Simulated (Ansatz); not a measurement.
Abridged output of a molecular run in Ansatz:

```
Functional definition: HF
1157 factors; integrals over basis functions are off by at most 1.5e-3 eV
mean field evaluation 1: about -12195.2973 eV, gradient 3.4e1 eV
mean field evaluation 2: about -12195.3698 eV, gradient 3.4e1 eV
mean field evaluation 4: about -12198.5372 eV, gradient 4.1e0 eV
mean field evaluation 8: about -12198.5874 eV, gradient 7.1e-5 eV
mean field -12198.58737389 eV, -448.2898174908 hartree, gradient 3.5e-6 eV, S^2 0.000000; 0 other end points of the search recorded, 0 dependent functions left out
9 core orbitals not correlated: weight in the atoms' cores, before any rotation towards them, 1.000 or more for the frozen orbitals, at most 0.000 for the correlated occupied ones
reference -12198.58737389 eV, -448.2898174908 hartree; 14, 14 occupied and 91, 91 virtual orbitals, 1157 factors
second order -16.78332352 eV of doubles, -0.00000000 eV of singles
cycle   1  -17.83691485 eV  change    -1.1e0 eV  update   1.0e-1
cycle   2  -18.40090897 eV  change   -5.6e-1 eV  update   3.2e-2
cycle   3  -18.50162980 eV  change   -1.0e-1 eV  update   1.5e-2
cycle   4  -18.49716768 eV  change    4.5e-3 eV  update   4.6e-3
cycle   5  -18.49743534 eV  change   -2.7e-4 eV  update   1.8e-3
cycle   6  -18.49747121 eV  change   -3.6e-5 eV  update   5.5e-4
cycle   7  -18.49728538 eV  change    1.9e-4 eV  update   1.9e-4
cycle   8  -18.49729331 eV  change   -7.9e-6 eV  update   7.6e-5
cycle   9  -18.49728031 eV  change    1.3e-5 eV  update   2.2e-5
perturbative correction -0.59161720 eV, -0.0217415310 hartree
Total energy: -12217.67627139 eV, -448.9913215352 hartree
```

Its atoms:

Cartesian coordinates in Å:
```
B 2.4216 0.9888 0.4572
N 1.4091 0.0253 0.4167
Si 0.0971 -0.0794 -0.7325
C -1.5504 0.0401 0.1139
C -2.4537 -0.9353 0.0550
H 2.4352 1.8532 -0.3720
H 3.2550 0.9373 1.3168
H 1.4284 -0.6831 1.1383
H 0.1271 -1.3942 -1.4308
H 0.3097 1.0282 -1.6946
H -1.7954 0.9380 0.6800
H -2.2631 -1.8541 -0.4937
H -3.4207 -0.8647 0.5457
```

Problem. Which basis set was used?
A. cc-pV(Q+d)Z
B. def2-SVP
C. def2-QZVPP
D. cc-pV(T+d)Z

Solution. B. It gives 114 functions.

Problem. Write the keys of the input that set method, charge and spin (a neutral closed shell needs none for the last two).

Solution. 
```yaml
correlation: {method: ccsd_t}
```
